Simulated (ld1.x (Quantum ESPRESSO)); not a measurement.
# Pseudopotential generation for Ru (Z = 44): TM, PBEsol, scalar-relativistic.

ld1.x (Quantum ESPRESSO) 7.5 was run on this input:

```
&input
   title='Ru', zed=44., rel=1, dft='PBESOL', iswitch=3,
   config='[Kr] 4d5 5s0 5p0',
   nld=3, rlderiv=2.70, eminld=-8.0, emaxld=5.0, deld=0.04
 /
 &inputp
   pseudotype=2, tm=.true., lloc=2,
   nlcc=.false.,
   file_pseudopw='Ru.UPF', file_wfcaegen='ae.wfc', file_wfcncgen='nc.wfc', file_beta='beta', file_chi='chi'
 /
3
5S  1  0   0.00   0.00  2.50  2.50  0.0
4P  2  1   6.00   0.00  1.95  1.95  0.0
4D  3  2   5.00   0.00  1.65  1.65  0.0
 &test
   configts(1)='4p6 4d5 5s0 5p0'
 /
```

Command:

```bash
ld1.x < Ru.in > Ru.out
```

The program printed (shortened: banner, matrices, multipoles, cross overlaps and the repeated all-electron block are left out):

```
Program LD1 v.7.5
     --------------------------- All-electron run ----------------------------

     Ru
     scalar relativistic calculation

     atomic number is 44.00
     dft =PBESOL   lsd =0 sic =0 latt =0  beta=0.20 tr2=1.0E-14
     Exchange-correlation= PBESOL
                           (   1   4  10   8   0   0   0)
     mesh =1233 r(mesh) = 101.06970 a.u. xmin = -7.00 dx = 0.01250
     1 Ry =  13.60569312 eV, c = 137.03599908

     n l     nl                  e(Ry)          e(Ha)          e(eV)
     1 0     1S 1( 2.00)     -1614.0327      -807.0163    -21960.0331
     2 0     2S 1( 2.00)      -234.3278      -117.1639     -3188.1925
     2 1     2P 1( 6.00)      -210.1801      -105.0901     -2859.6461
     3 0     3S 1( 2.00)       -43.3931       -21.6966      -590.3936
     3 1     3P 1( 6.00)       -35.4595       -17.7297      -482.4506
     4 0     4S 1( 2.00)        -8.1572        -4.0786      -110.9846
     4 1     4P 1( 6.00)        -5.9286        -2.9643       -80.6627
     3 2     3D 1(10.00)       -22.6861       -11.3431      -308.6602
     4 2     4D 1( 5.00)        -2.7440        -1.3720       -37.3334
     5 0     5S 1( 0.00)        -2.1034        -1.0517       -28.6178
     5 1     5P 1( 0.00)        -1.6053        -0.8026       -21.8412

     final scf error:  5.8E-15 reached in  24 iterations

     Etot =   -9052.747344 Ry,   -4526.373672 Ha, -123168.902276 eV

     Ekin =    9361.033795 Ry,    4680.516897 Ha,  127363.353124 eV
     Encl =  -21738.355932 Ry,  -10869.177966 Ha, -295765.399803 eV
     Eh   =    3584.514844 Ry,    1792.257422 Ha,   48769.808963 eV
     Exc  =    -259.940051 Ry,    -129.970025 Ha,   -3536.664560 eV

     normalization and overlap integrals

     s(1S/1S) =  1.000000  <r> =   0.0335  <r2> =    0.0015  r(max) =   0.0216
     s(2S/2S) =  1.000000  <r> =   0.1457  <r2> =    0.0250  r(max) =   0.1229
     s(2P/2P) =  1.000000  <r> =   0.1270  <r2> =    0.0197  r(max) =   0.0981
     s(3S/3S) =  1.000000  <r> =   0.4029  <r2> =    0.1859  r(max) =   0.3600
     s(3P/3P) =  1.000000  <r> =   0.4032  <r2> =    0.1890  r(max) =   0.3555
     s(4S/4S) =  1.000000  <r> =   1.0103  <r2> =    1.1551  r(max) =   0.9078
     s(4P/4P) =  1.000000  <r> =   1.1085  <r2> =    1.4035  r(max) =   0.9785
     s(3D/3D) =  1.000000  <r> =   0.3841  <r2> =    0.1767  r(max) =   0.3022
     s(4D/4D) =  1.000000  <r> =   1.4373  <r2> =    2.4313  r(max) =   1.1657
     s(5S/5S) =  1.000000  <r> =   2.5235  <r2> =    7.1289  r(max) =   2.2894
     s(5P/5P) =  1.000000  <r> =   2.9372  <r2> =    9.6722  r(max) =   2.6600

     ------------------------ End of All-electron run ------------------------

     --------------------- Generating NC pseudopotential ---------------------

      Generating local pot.: lloc=2, matching radius rcloc =   1.6500

      Wfc   5S  rcut= 2.499  Using Troullier-Martins method

      Wfc   4P  rcut= 1.946  Using Troullier-Martins method

     ------------------- End of pseudopotential generation -------------------

     Computing logarithmic derivative in   2.71036
     Computing logarithmic derivative in   2.71036
     Computing the partial wave expansion
     R is outside the sphere for l=    0 j= 0.00
     R is outside the sphere for l=    1 j= 0.00
       no projector for channel:   2

     ---------------------- Testing the pseudopotential ----------------------

     Ru
     scalar relativistic calculation

     atomic number is 44.00   valence charge is 14.00
     dft =PBESOL   lsd =0 sic =0 latt =0  beta=0.20 tr2=1.0E-14
     mesh =1233 r(mesh) = 101.06970 xmin = -7.00 dx = 0.01250

     n l     nl             e AE (Ry)        e PS (Ry)    De AE-PS (Ry)
     2 1     4P   1( 6.00)       -5.92860       -5.92860       -0.00000
     3 2     4D   1( 5.00)       -2.74396       -2.74396        0.00001
     1 0     5S   1( 0.00)       -2.10337       -2.10338        0.00000
     3 1     5P   1( 0.00)       -1.60530       -1.61924        0.01395  !

     eps = 5.8E-15  iter = 11

     Etot =   -9052.747344 Ry,   -4526.373672 Ha, -123168.902276 eV
     Etotps =  -132.106534 Ry,     -66.053267 Ha,   -1797.400956 eV

     Ekin =      56.868474 Ry,      28.434237 Ha,     773.735007 eV
     Encl =    -269.727627 Ry,    -134.863813 Ha,   -3669.831315 eV
     Ehrt =      86.983402 Ry,      43.491701 Ha,    1183.469471 eV
     Ecxc =     -13.628994 Ry,      -6.814497 Ha,    -185.431916 eV
     Epseu=       7.398212 Ry,       3.699106 Ha,     100.657798 eV

     ---------------------- End of pseudopotential test ----------------------
```

Note: ghost state, extra bound levels that the all-electron valence spectrum of the same l lacks: s at -131.4 eV. A true bound ghost makes a file unfit for plane-wave use.

Generation and configuration tests took about 2.8 s on one core of a shared server CPU.

Transferability test of the new file with ld1.x, input:

```
&input
   title='Ru', zed=44., rel=1, dft='PBESOL', iswitch=2,
   config='[Kr] 4d5 5s0 5p0'
 /
 &test
   file_pseudo='Ru.UPF', nconf=8,
   configts(1)='4p6 4d5 5s0 5p0',
   configts(2)='4p6 4d7 5s1 5p0',
   configts(3)='4p6 4d7 5s0 5p0',
   configts(4)='4p6 4d6 5s0 5p0',
   configts(5)='4p6 4d8 5s0 5p0',
   configts(6)='4p6 4d6 5s1 5p1',
   configts(7)='4p6 4d6 5s2 5p0',
   configts(8)='4p6 4d7.5 5s0.5 5p0'
 /
```

```bash
ld1.x < Ru.test.in > Ru.test.out
```

Pseudopotential blocks of its output, shortened (energy terms left out; the distinct warnings before each block abridged to one line each):

```
     ---------------------- Testing the pseudopotential ----------------------

     n l     nl             e AE (Ry)        e PS (Ry)    De AE-PS (Ry)
     2 1     4P   1( 6.00)       -5.92860       -5.92860       -0.00000
     3 2     4D   1( 5.00)       -2.74396       -2.74396        0.00001
     1 0     5S   1( 0.00)       -2.10337       -2.10338        0.00000
     3 1     5P   1( 0.00)       -1.60530       -1.61924        0.01395  !

     eps = 5.2E-15  iter = 11

     Etot =   -9052.747344 Ry,   -4526.373672 Ha, -123168.902276 eV
     Etotps =  -132.106534 Ry,     -66.053267 Ha,   -1797.400958 eV

     ---------------------- End of pseudopotential test ----------------------

          Warning: convergence not achieved
     ---------------------- Testing the pseudopotential ----------------------

     n l     nl             e AE (Ry)        e PS (Ry)    De AE-PS (Ry)
     2 1     4P   1( 6.00)       -3.40883       -3.41013        0.00131
     3 2     4D   1( 7.00)       -0.38341       -0.38350        0.00010
     1 0     5S   1( 1.00)       -0.31370       -0.31881        0.00511  !
     3 1     5P   1( 0.00)       -0.06357       -0.06430        0.00073

     eps = 2.6E-12  iter =201

     Etot =   -9056.870064 Ry,   -4528.435032 Ha, -123224.994752 eV
     Etotps =  -136.236671 Ry,     -68.118336 Ha,   -1853.594338 eV
     dEtot_ae =      -4.122721 Ry
     dEtot_ps =      -4.130137 Ry,   Delta E=       0.007416 Ry

     ---------------------- End of pseudopotential test ----------------------

          ---------------------- Testing the pseudopotential ----------------------

     n l     nl             e AE (Ry)        e PS (Ry)    De AE-PS (Ry)
     2 1     4P   1( 6.00)       -3.95459       -3.95254       -0.00205
     3 2     4D   1( 7.00)       -0.92212       -0.92236        0.00024
     1 0     5S   1( 0.00)       -0.76879       -0.77746        0.00867  !
     3 1     5P   1( 0.00)       -0.44196       -0.44604        0.00408

     eps = 5.8E-16  iter = 21

     Etot =   -9056.333607 Ry,   -4528.166804 Ha, -123217.695881 eV
     Etotps =  -135.693177 Ry,     -67.846589 Ha,   -1846.199730 eV
     dEtot_ae =      -3.586264 Ry
     dEtot_ps =      -3.586644 Ry,   Delta E=       0.000380 Ry

     ---------------------- End of pseudopotential test ----------------------

          ---------------------- Testing the pseudopotential ----------------------

     n l     nl             e AE (Ry)        e PS (Ry)    De AE-PS (Ry)
     2 1     4P   1( 6.00)       -4.87726       -4.87579       -0.00147
     3 2     4D   1( 6.00)       -1.77344       -1.77352        0.00008
     1 0     5S   1( 0.00)       -1.39537       -1.40126        0.00588  !
     3 1     5P   1( 0.00)       -0.97839       -0.98641        0.00802  !

     eps = 2.2E-15  iter = 20

     Etot =   -9054.997085 Ry,   -4527.498543 Ha, -123199.511572 eV
     Etotps =  -134.356468 Ry,     -67.178234 Ha,   -1828.012878 eV
     dEtot_ae =      -2.249742 Ry
     dEtot_ps =      -2.249935 Ry,   Delta E=       0.000193 Ry

     ---------------------- End of pseudopotential test ----------------------

          ---------------------- Testing the pseudopotential ----------------------

     n l     nl             e AE (Ry)        e PS (Ry)    De AE-PS (Ry)
     2 1     4P   1( 6.00)       -3.21180       -3.20977       -0.00203
     3 2     4D   1( 8.00)       -0.23178       -0.23219        0.00041
     1 0     5S   1( 0.00)       -0.24905       -0.25712        0.00807  !
     3 1     5P   1( 0.00)       -0.03274       -0.03392        0.00118

     eps = 9.9E-15  iter = 14

     Etot =   -9056.894367 Ry,   -4528.447184 Ha, -123225.325408 eV
     Etotps =  -136.254262 Ry,     -68.127131 Ha,   -1853.833673 eV
     dEtot_ae =      -4.147024 Ry
     dEtot_ps =      -4.147728 Ry,   Delta E=       0.000704 Ry

     ---------------------- End of pseudopotential test ----------------------

          Warning: convergence not achieved
     ---------------------- Testing the pseudopotential ----------------------

     n l     nl             e AE (Ry)        e PS (Ry)    De AE-PS (Ry)
     2 1     4P   1( 6.00)       -3.75684       -3.75761        0.00077
     3 2     4D   1( 6.00)       -0.67267       -0.67156       -0.00111
     1 0     5S   1( 1.00)       -0.45683       -0.45879        0.00197
     3 1     5P   1( 1.00)       -0.15451       -0.15581        0.00130

     eps = 1.0E-11  iter =201

     Etot =   -9056.452625 Ry,   -4528.226313 Ha, -123219.315205 eV
     Etotps =  -135.820713 Ry,     -67.910356 Ha,   -1847.934940 eV
     dEtot_ae =      -3.705282 Ry
     dEtot_ps =      -3.714179 Ry,   Delta E=       0.008897 Ry

     ---------------------- End of pseudopotential test ----------------------

          Warning: convergence not achieved
     ---------------------- Testing the pseudopotential ----------------------

     n l     nl             e AE (Ry)        e PS (Ry)    De AE-PS (Ry)
     2 1     4P   1( 6.00)       -3.64181       -3.65246        0.01065  !
     3 2     4D   1( 6.00)       -0.56417       -0.56854        0.00437
     1 0     5S   1( 2.00)       -0.38422       -0.38721        0.00299
     3 1     5P   1( 0.00)       -0.09814       -0.10018        0.00204

     eps = 1.0E-11  iter =201

     Etot =   -9056.746930 Ry,   -4528.373465 Ha, -123223.319419 eV
     Etotps =  -136.115847 Ry,     -68.057923 Ha,   -1851.950437 eV
     dEtot_ae =      -3.999586 Ry
     dEtot_ps =      -4.009313 Ry,   Delta E=       0.009727 Ry

     ---------------------- End of pseudopotential test ----------------------

          Warning: convergence not achieved
     ---------------------- Testing the pseudopotential ----------------------

     n l     nl             e AE (Ry)        e PS (Ry)    De AE-PS (Ry)
     2 1     4P   1( 6.00)       -3.30512       -3.30410       -0.00101
     3 2     4D   1( 7.50)       -0.30339       -0.30315       -0.00024
     1 0     5S   1( 0.50)       -0.28024       -0.28671        0.00647  !
     3 1     5P   1( 0.00)       -0.04746       -0.04819        0.00073

     eps = 1.8E-11  iter =201

     Etot =   -9056.893095 Ry,   -4528.446548 Ha, -123225.308099 eV
     Etotps =  -136.256670 Ry,     -68.128335 Ha,   -1853.866439 eV
     dEtot_ae =      -4.145751 Ry
     dEtot_ps =      -4.150136 Ry,   Delta E=       0.004385 Ry

     ---------------------- End of pseudopotential test ----------------------
```
